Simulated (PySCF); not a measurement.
Structure with atom numbers: `[N:1]#[C:2][CH2:3][c:4]1[cH:5][cH:6][cH:7][c:8]([F:9])[cH:10]1`; H(Xn) means a hydrogen on atom n.

GIAO PBE0/pcSseg-1 shifts (PySCF, gas phase, non-relativistic, equivalent atoms averaged), each against references optimised in the same way as the molecule (NH3, TMS, CFCl3).

On the GFN2-xTB geometry: N1 304.1, C8 173.5, C4 140.6, C6 137.0, C5 130.0, C10 122.3, C2 121.8, C7 121.2, C3 25.2, F9 -112.2, H(C6) 7.74, H(C7) 7.38, H(C5) 7.37, H(C10) 7.29, H(C3) 3.45 ppm.

Q: What changes on the PBE0-D3(BJ)/def2-SVP geometry?

A: 
```
 atoms  δ (ppm)  change
    N1    307.5    +3.4
    C8    170.8    -2.7
    C4    138.9    -1.7
    C6    136.7    -0.3
    C5    130.1    +0.1
   C10    122.0    -0.3
    C2    121.7    -0.1
    C7    120.9    -0.3
    C3     24.9    -0.3
    F9   -108.1    +4.1
 H(C6)     7.54   -0.20
 H(C7)     7.19   -0.19
 H(C5)     7.20   -0.17
H(C10)     7.08   -0.21
 H(C3)     3.26   -0.19
```

Unscaled 19F shifts against computed CFCl3 carry errors that often reach 10 to 50 ppm.

Bonds between heavy atoms that differ most (equivalent bonds averaged): C8–F9 1.348 → 1.330 Å, C2–C3 1.445 → 1.460 Å, N1–C2 1.142 → 1.157 Å, C5–C6 1.384 → 1.393 Å, C6–C7 1.384 → 1.393 Å. Mean change of bonds to hydrogen: C–H +0.012 Å. The two structures also differ in conformation, which adds to the changes.
